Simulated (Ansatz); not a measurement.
Reaction (substitution at a C–Si bond): `C[SiH2]C[SiH2]Cl` + `SS` → `C[SiH2]CSS` + `[SiH3]Cl`

Gas-phase electronic energies from Ansatz, PBE0-D4/def2-TZVP geometries. CBS: MP2 limit from def2 TZ/QZ plus the TZ coupled-cluster correction, frozen cores. This one scheme is used for every species. DFT in def2-TZVPP. B3LYP here is the variant with VWN-RPA as its local correlation; programs differ in this. One conformer a species, not always the lowest.

```json
{"level": "PBE-D4", "ΔE (kcal/mol)": "11.9", "difference from CCSD(T)/CBS": "-1.1"}
{"level": "r2SCAN-D4", "ΔE (kcal/mol)": "13.1", "difference from CCSD(T)/CBS": "0.1"}
{"level": "PBE0-D4", "ΔE (kcal/mol)": "12.9", "difference from CCSD(T)/CBS": "-0.1"}
{"level": "B3LYP-D4", "ΔE (kcal/mol)": "12.1", "difference from CCSD(T)/CBS": "-0.9"}
{"level": "ωB97M-V", "ΔE (kcal/mol)": "13.5", "difference from CCSD(T)/CBS": "0.5"}
{"level": "r2SCAN", "ΔE (kcal/mol)": "13.3", "difference from CCSD(T)/CBS": "0.3"}
{"level": "PBE0", "ΔE (kcal/mol)": "13.5", "difference from CCSD(T)/CBS": "0.5"}
{"level": "B3LYP", "ΔE (kcal/mol)": "13.2", "difference from CCSD(T)/CBS": "0.2"}
{"level": "HF/def2-TZVPP", "ΔE (kcal/mol)": "14.3", "difference from CCSD(T)/CBS": "1.3"}
{"level": "MP2/def2-TZVPP", "ΔE (kcal/mol)": "12.9", "difference from CCSD(T)/CBS": "-0.1"}
{"level": "SCS-MP2/def2-TZVPP", "ΔE (kcal/mol)": "12.8", "difference from CCSD(T)/CBS": "-0.2"}
{"level": "CCSD/def2-TZVPP", "ΔE (kcal/mol)": "13.9", "difference from CCSD(T)/CBS": "0.9"}
{"level": "HF/def2-QZVPP", "ΔE (kcal/mol)": "14.4", "difference from CCSD(T)/CBS": "1.4"}
{"level": "SCS-MP2/def2-QZVPP", "ΔE (kcal/mol)": "12.7", "difference from CCSD(T)/CBS": "-0.3"}
{"level": "MP2/CBS(def2)", "ΔE (kcal/mol)": "12.6", "difference from CCSD(T)/CBS": "-0.4"}
{"level": "CCSD/CBS(def2)", "ΔE (kcal/mol)": "13.6", "difference from CCSD(T)/CBS": "0.6"}
{"level": "CCSD(T)/CBS", "ΔE (kcal/mol)": "13.0", "difference from CCSD(T)/CBS": "0"}
```

Largest T1 diagnostic among the species: 0.011.

The D4 term adds −1.1 kcal/mol with B3LYP and −0.6 kcal/mol with PBE0; it sums over pairs of atoms, weighted by their polarisabilities, and B3LYP, whose exchange is more repulsive, gets the larger term. From PBE to PBE0 (25 % exact exchange), in def2-TZVPP and without D4, ΔE moves by +0.9 kcal/mol. In def2-TZVPP, CCSD(T) changes the Hartree–Fock value by −1.0 kcal/mol (the triples alone add −0.6 kcal/mol) and MP2 by −1.4 kcal/mol.
